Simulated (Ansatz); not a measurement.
```xyz
9

F     0.328   -1.343    1.808
Si   -0.448    0.037    1.579
S     0.610    1.310    0.274
Ge    0.479    0.081   -1.590
H    -0.545    0.739    2.877
H    -1.773   -0.326    1.027
H    -0.829   -0.722   -1.555
H     1.690   -0.856   -1.668
H     0.487    1.081   -2.752
```

The species carries charge 0 and has multiplicity 1.

List the r2SCAN/def2-TZVPP orbital energies in eV (Ansatz). (An estimate is asked.)

Ansatz gave: Occupied: -10834.93, -2409.16, -1792.46, -1350.03, -1200.09, -1200.06, -1200.06, -666.19, -213.61, -168.21, -157.66, -157.60, -157.51, -142.75, -117.96, -117.86, -117.85, -97.66, -97.62, -97.57, -31.30, -31.23, -31.18, -31.17, -31.10, -31.09, -19.00, -14.66, -13.78, -11.50, -11.29, -11.07, -9.56, -9.42, -9.15, -8.45, -8.06, -6.84. Lowest empty: -0.97, -0.45, -0.09, 0.44, 0.61, 1.06, 1.50, 2.22.
